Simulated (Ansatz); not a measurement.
`IC1C[SiH2]O1` → 2 C• + 5 H• + I• + O• + Si•  (atomization)

Computed with Ansatz on PBE0-D4/def2-TZVP structures; ΔE is electronic, products minus reactants. CCSD(T)/CBS is the MP2 limit (def2-TZVPP, def2-QZVPP) plus CCSD(T) − MP2 in def2-TZVPP, frozen cores. This one scheme is used for every species, atoms too. Functionals use def2-TZVPP. B3LYP here is the variant with VWN-RPA as its local correlation; programs differ in this. No spin–orbit coupling; open shells (•) take unrestricted orbitals. Spin–orbit coupling would lower the free atoms: a little for C, O, Si; strongly for I. Elements past krypton have def2 core potentials. For I outer-core shells are correlated without core-valence functions, so the limit isn't a true one: a few kJ/mol of doubt a bond, and 10 to 20 or more in all where bonds break to atoms.

`IC1C[SiH2]O1`:

Cartesian coordinates in Å:
```
I -0.090 -1.237 2.554
C -0.509 0.136 0.908
C 0.757 0.524 0.122
Si -0.138 -0.361 -1.267
O -1.316 -0.474 -0.067
H -1.037 0.951 1.402
H 0.864 1.604 0.020
H 1.684 0.100 0.497
H -0.593 0.429 -2.438
H 0.379 -1.672 -1.730
```

```
             level  ΔE (kJ/mol)  difference from CCSD(T)/CBS
            PBE-D4       3680.1                         68.5
         r2SCAN-D4       3613.2                          1.6
          B3LYP-D4       3583.6                        -28.0
           ωB97X-V       3611.1                         -0.5
           ωB97M-V       3601.9                         -9.7
            r2SCAN       3607.0                         -4.6
              PBE0       3587.1                        -24.5
             B3LYP       3539.4                        -72.2
     HF/def2-TZVPP       2557.1                      -1054.5
    MP2/def2-TZVPP       3586.8                        -24.8
     HF/def2-QZVPP       2563.0                      -1048.6
    MP2/def2-QZVPP       3650.3                         38.7
SCS-MP2/def2-QZVPP       3623.1                         11.5
      HF/CBS(def2)       2563.9                      -1047.7
     MP2/CBS(def2)       3693.8                         82.2
    CCSD/CBS(def2)       3545.5                        -66.1
       CCSD(T)/CBS       3611.6                            0
```

Largest T1 diagnostic among the species: 0.012.

From PBE to PBE0 (25 % exact exchange), in def2-TZVPP and without D4, ΔE moves by −66.0 kJ/mol: exact exchange takes away binding that semilocal exchange gives to molecules. In def2-TZVPP, CCSD(T) changes the Hartree–Fock value by +947.5 kJ/mol (the triples alone add +66.0 kJ/mol) and MP2 by +1029.7 kJ/mol; breaking electron pairs costs correlation energy, which Hartree–Fock lacks.

For atomizations the MP2-based limit and the directly extrapolated one differ by several kJ/mol either way, and by 10 to 25 for some Ge, Se and Sn compounds, so smaller differences from it don't rank the levels.
